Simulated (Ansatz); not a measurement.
Start from `B[SiH2][CH2][AlH][CH3]` and change one atom or group to get `B[SiH2][CH2][InH2]`.

Ansatz, PBE0-D4/def2-TZVP geometries, multiplicity 1. Each molecule was computed in one conformer, which needn't be the lowest.

Elements past krypton have def2 core potentials.

```
                                          property  `B[SiH2][CH2][AlH][CH3]`
               HOMO–LUMO gap (PBE/def2-TZVPP) / eV                      3.55
           HOMO–LUMO gap (ωB97M-V/def2-TZVPP) / eV                      9.91
               LUMO energy (B3LYP/def2-TZVPP) / eV                     -2.17
             HOMO energy (ωB97M-V/def2-TZVPP) / eV                     -9.93
size of the dipole moment (ωB97M-V/def2-TZVPP) / D                      0.97
    size of the dipole moment (PBE/def2-TZVPP) / D                      1.02
```

Q: What does the change do to each property? (Best estimate.)

A: Ansatz gave: 
| property | `B[SiH2][CH2][InH2]` | shift |
| --- | --- | --- |
| HOMO–LUMO gap (PBE/def2-TZVPP) / eV | 2.70 | -0.85 |
| HOMO–LUMO gap (ωB97M-V/def2-TZVPP) / eV | 8.85 | -1.06 |
| LUMO energy (B3LYP/def2-TZVPP) / eV | -2.76 | -0.59 |
| HOMO energy (ωB97M-V/def2-TZVPP) / eV | -9.47 | 0.46 |
| size of the dipole moment (ωB97M-V/def2-TZVPP) / D | 0.71 | -0.26 |
| size of the dipole moment (PBE/def2-TZVPP) / D | 0.76 | -0.26 |

With PBE0 the HOMO rises by 0.41 eV and the LUMO falls by 0.56 eV, so the gap narrows by about 0.97 eV. PBE moves the HOMO by 0.31 eV and ωB97M-V by 0.46 eV. Dipoles are sizes alone; their direction can turn.

B3LYP here is the variant with VWN-RPA as its local correlation; programs differ in this.
